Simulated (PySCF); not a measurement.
PySCF input file for C₅H₅F, SMILES C=C=C(F)C=C, TDA-PBE/def2-SVPD. The structure is a stationary point at PBE0-D3(BJ)/def2-SVP. One conformer was computed; it need not be the lowest.

```python
import numpy as np
from pyscf import gto, scf, dft, tdscf

mol = gto.M(
    atom='''
    C    -0.40875923    2.59112279   -0.00000000
    C    -0.09430147    1.32438367   -0.00000000
    C     0.18750114    0.03458554   -0.00000000
    F     1.46686056   -0.37055489   -0.00000000
    C    -0.79997582   -1.03338915    0.00000000
    C    -0.48052266   -2.33301401    0.00000000
    H    -0.54468036    3.14894082   -0.93515652
    H    -0.54468035    3.14894082    0.93515653
    H    -1.84329629   -0.70613392    0.00000000
    H     0.56267253   -2.65680199    0.00000000
    H    -1.25541234   -3.10208474    0.00000000
    ''',
    basis='def2-SVPD',
    charge=0,
    spin=0,
    symmetry=True,
    max_memory=1600,
    verbose=4,
)
mf = dft.RKS(mol, xc='pbe').density_fit(auxbasis='def2-universal-jkfit')
mf.grids.level = 3
mf.conv_tol = 1e-9
mf.max_cycle = 100
mf.kernel()
mf.grids = dft.Grids(mol).set(level=1).build(with_non0tab=True)  # coarser grid for the response kernel
td = tdscf.TDA(mf)
td.singlet = True
td.nstates = 10
td.conv_tol = 1e-4
td.positive_eig_threshold = 1e-6
td.kernel(x0=td.get_init_guess(mf, 15))
td.analyze()
tt = tdscf.TDA(mf)
tt.singlet = False
tt.nstates = 4
tt.conv_tol = 1e-4
tt.positive_eig_threshold = 1e-6
tt.kernel(x0=tt.get_init_guess(mf, 9))
tt.analyze(verbose=3)
```

Program output:

```
PySCF version 2.14.0

[INPUT] verbose = 4
[INPUT] num. atoms = 11
[INPUT] num. electrons = 44
[INPUT] charge = 0
[INPUT] spin (= nelec alpha-beta = 2S) = 0
[INPUT] symmetry True subgroup None
[INPUT] Mole.unit = angstrom
[INPUT] Symbol           X                Y                Z      unit          X                Y                Z       unit  Magmom
[INPUT]  1 C     -0.408759230000   2.591122790000   0.000000000000 AA   -0.772442995588   4.896512428219   0.000000000000 Bohr   0.0
[INPUT]  2 C     -0.094301470000   1.324383670000   0.000000000000 AA   -0.178203951444   2.502722420146   0.000000000000 Bohr   0.0
[INPUT]  3 C      0.187501140000   0.034585540000   0.000000000000 AA    0.354325802644   0.065357198470   0.000000000000 Bohr   0.0
[INPUT]  4 F      1.466860560000  -0.370554890000   0.000000000000 AA    2.771964721326  -0.700247256218   0.000000000000 Bohr   0.0
[INPUT]  5 C     -0.799975820000  -1.033389150000   0.000000000000 AA   -1.511735206074  -1.952822473597   0.000000000000 Bohr   0.0
[INPUT]  6 C     -0.480522660000  -2.333014010000   0.000000000000 AA   -0.908056224047  -4.408757523673   0.000000000000 Bohr   0.0
[INPUT]  7 H     -0.544680360000   3.148940820000  -0.935156520000 AA   -1.029296705830   5.950635732263  -1.767189706401 Bohr   0.0
[INPUT]  8 H     -0.544680350000   3.148940820000   0.935156530000 AA   -1.029296686932   5.950635732263   1.767189725299 Bohr   0.0
[INPUT]  9 H     -1.843296290000  -0.706133920000   0.000000000000 AA   -3.483325154527  -1.334399716066   0.000000000000 Bohr   0.0
[INPUT] 10 H      0.562672530000  -2.656801990000   0.000000000000 AA    1.063296979516  -5.020628128299   0.000000000000 Bohr   0.0
[INPUT] 11 H     -1.255412340000  -3.102084740000   0.000000000000 AA   -2.372385495999  -5.862090573793   0.000000000000 Bohr   0.0

nuclear repulsion = 200.89610472496
point group symmetry = Cs
symmetry origin: [-4.29483176e-10  8.58966353e-10  4.29483212e-10]
symmetry axis x: [1.00000000e+00 1.41796851e-09 1.30194218e-10]
symmetry axis y: [ 1.41796851e-09 -1.00000000e+00 -2.49167854e-10]
symmetry axis z: [-1.30194217e-10 -2.49167859e-10  1.00000000e+00]
num. orbitals of irrep A' = 112
num. orbitals of irrep A" = 51
number of shells = 69
number of NR pGTOs = 233
number of NR cGTOs = 163
basis = def2-SVPD
ecp = {}


[settings echo left out]
init E= -293.274012322726
HOMO (A") = -0.269485468489616  LUMO (A") = -0.12669658757346  gap/eV = 3.88548
cycle= 1 E= -292.67977676936  delta_E= 0.594  |g|= 0.512  |ddm|= 8.13
HOMO (A") = -0.159784363176103  LUMO (A") = -0.0219798200959478  gap/eV = 3.74985
cycle= 2 E= -292.601959496981  delta_E= 0.0778  |g|= 0.803  |ddm|= 2.02
HOMO (A") = -0.20100574671238  LUMO (A") = -0.0600635209153459  gap/eV = 3.83523
cycle= 3 E= -292.735287263042  delta_E= -0.133  |g|= 0.166  |ddm|=  1.2
HOMO (A") = -0.21458982154362  LUMO (A") = -0.0720636205573651  gap/eV = 3.87834
cycle= 4 E= -292.741264284174  delta_E= -0.00598  |g|= 0.0656  |ddm|= 0.335
HOMO (A") = -0.212647929796022  LUMO (A") = -0.07063460703525  gap/eV = 3.86438
cycle= 5 E= -292.74226082488  delta_E= -0.000997  |g|= 0.0311  |ddm|= 0.137
HOMO (A") = -0.212030879826586  LUMO (A") = -0.0695953133846203  gap/eV = 3.87587
cycle= 6 E= -292.742499791705  delta_E= -0.000239  |g|= 0.00708  |ddm|= 0.0487
HOMO (A") = -0.211840819658928  LUMO (A") = -0.0696063321737869  gap/eV = 3.87040
cycle= 7 E= -292.742510589308  delta_E= -1.08e-05  |g|= 0.00357  |ddm|= 0.0182
HOMO (A") = -0.211885762140902  LUMO (A") = -0.0696459693019016  gap/eV = 3.87054
cycle= 8 E= -292.742513866719  delta_E= -3.28e-06  |g|= 0.00106  |ddm|= 0.00678
HOMO (A") = -0.211933338975709  LUMO (A") = -0.0696697520884069  gap/eV = 3.87119
cycle= 9 E= -292.742514134718  delta_E= -2.68e-07  |g|= 0.000186  |ddm|= 0.00183
HOMO (A") = -0.2119243812707  LUMO (A") = -0.0696608115653349  gap/eV = 3.87119
cycle= 10 E= -292.742514138909  delta_E= -4.19e-09  |g|= 0.000137  |ddm|= 0.000525
HOMO (A") = -0.211928249417315  LUMO (A") = -0.0696659173278648  gap/eV = 3.87116
cycle= 11 E= -292.742514144458  delta_E= -5.55e-09  |g|= 1.53e-05  |ddm|= 0.00023
HOMO (A") = -0.211928379640683  LUMO (A") = -0.0696658818692144  gap/eV = 3.87116
cycle= 12 E= -292.742514144517  delta_E= -5.91e-11  |g|= 7.04e-06  |ddm|= 6.16e-05
HOMO (A") = -0.211927673739059  LUMO (A") = -0.0696652780642934  gap/eV = 3.87116
Extra cycle  E= -292.742514144495  delta_E= 2.22e-11  |g|= 1.23e-05  |ddm|= 3.67e-05
converged SCF energy = -292.742514144495
tot grids = 43560
Overwritten attributes  positive_eig_threshold  of <class 'pyscf.tdscf.rks.TDA'>


******** <class 'pyscf.tdscf.rks.TDA'> for <class 'pyscf.df.df_jk.DFSymAdaptedRKS'> ********
nstates = 10 singlet
deg_eia_thresh = 1.000e-03
wfnsym = None
conv_tol = 0.0001
eigh lindep = 1e-12
eigh level_shift = 0
eigh max_cycle = 100


Excitation energies (eV)
[4.21041834 5.49620455 5.64026489 5.92146206 6.08516373 6.43754422
 6.47102306 6.91829268 7.0600532  7.21788172]

** Singlet excitation energies and oscillator strengths **
Excited State   1:   A"      4.21042 eV    294.47 nm  f=0.0000
      22 -> 24        0.70548
Excited State   2:   A"      5.49620 eV    225.58 nm  f=0.0001
      21 -> 23       -0.70465
Excited State   3:   A'      5.64026 eV    219.82 nm  f=0.6268
      20 -> 23        0.27569
      22 -> 23        0.58982
      22 -> 27        0.19442
Excited State   4:   A"      5.92146 eV    209.38 nm  f=0.0022
      22 -> 25        0.70651
Excited State   5:   A"      6.08516 eV    203.75 nm  f=0.0006
      20 -> 24       -0.70528
Excited State   6:   A'      6.43754 eV    192.60 nm  f=0.3340
      20 -> 23       -0.46568
      20 -> 27        0.12634
      22 -> 23        0.29070
      22 -> 27       -0.39687
Excited State   7:   A"      6.47102 eV    191.60 nm  f=0.0030
      22 -> 26       -0.70660
Excited State   8:   A"      6.91829 eV    179.21 nm  f=0.0026
      22 -> 28       -0.70021
Excited State   9:   A"      7.06005 eV    175.61 nm  f=0.0008
      19 -> 23       -0.69536
Excited State  10:   A'      7.21788 eV    171.77 nm  f=0.2222
      19 -> 24        0.58719
      21 -> 24       -0.27604
      21 -> 25       -0.20542

** Transition electric dipole moments (AU) **
state          X           Y           Z        Dip. S.      Osc.
  1        -0.0000      0.0000      0.0078      0.0001      0.0000
  2        -0.0000      0.0000     -0.0195      0.0004      0.0001
  3         0.0616      2.1289     -0.0000      4.5361      0.6268
  4        -0.0000      0.0000     -0.1238      0.0153      0.0022
  5         0.0000     -0.0000     -0.0627      0.0039      0.0006
  6         0.0711      1.4535     -0.0000      2.1177      0.3340
  7        -0.0000      0.0000      0.1380      0.0190      0.0030
  8         0.0000     -0.0000      0.1247      0.0156      0.0026
  9         0.0000     -0.0000      0.0680      0.0046      0.0008
 10        -0.1923      1.1043      0.0000      1.2565      0.2222

** Transition velocity dipole moments (imaginary part, AU) **
state          X           Y           Z        Dip. S.      Osc.
  1        -0.0000     -0.0000     -0.0223      0.0005      0.0022
  2         0.0000      0.0000     -0.0156      0.0002      0.0008
  3         0.0283      0.1433     -0.0000      0.0213      0.0686
  4         0.0000     -0.0000     -0.0470      0.0022      0.0068
  5         0.0000      0.0000      0.0123      0.0002      0.0005
  6         0.0335      0.1339     -0.0000      0.0191      0.0537
  7         0.0000     -0.0000      0.0564      0.0032      0.0089
  8        -0.0000      0.0000      0.0295      0.0009      0.0023
  9        -0.0000      0.0000      0.0400      0.0016      0.0041
 10        -0.0328      0.1275      0.0000      0.0173      0.0435

** Transition magnetic dipole moments (imaginary part, AU) **
state          X           Y           Z
  1         0.0296     -0.7949     -0.0000
  2         0.0186     -0.3149      0.0000
  3         0.0000     -0.0000      0.1662
  4        -0.0338      0.2146      0.0000
  5        -0.1098      0.5328      0.0000
  6         0.0000     -0.0000     -0.0817
  7         0.7993     -0.1001      0.0000
  8         0.0675      0.1531     -0.0000
  9        -0.0988     -0.6239     -0.0000
 10         0.0000      0.0000     -0.3365


******** <class 'pyscf.tdscf.rks.TDA'> for <class 'pyscf.df.df_jk.DFSymAdaptedRKS'> ********
nstates = 4 triplet
deg_eia_thresh = 1.000e-03
wfnsym = None
conv_tol = 0.0001
eigh lindep = 1e-12
eigh level_shift = 0
eigh max_cycle = 100


Excitation energies (eV)
[3.17951287 3.86324453 4.57125136 5.0785855 ]

** Triplet excitation energies and oscillator strengths **
Excited State   1:   A'      3.17951 eV    389.95 nm  f=0.0000
Excited State   2:   A"      3.86324 eV    320.93 nm  f=0.0000
Excited State   3:   A'      4.57125 eV    271.23 nm  f=0.0000
Excited State   4:   A'      5.07859 eV    244.13 nm  f=0.0000
```

The run converged.
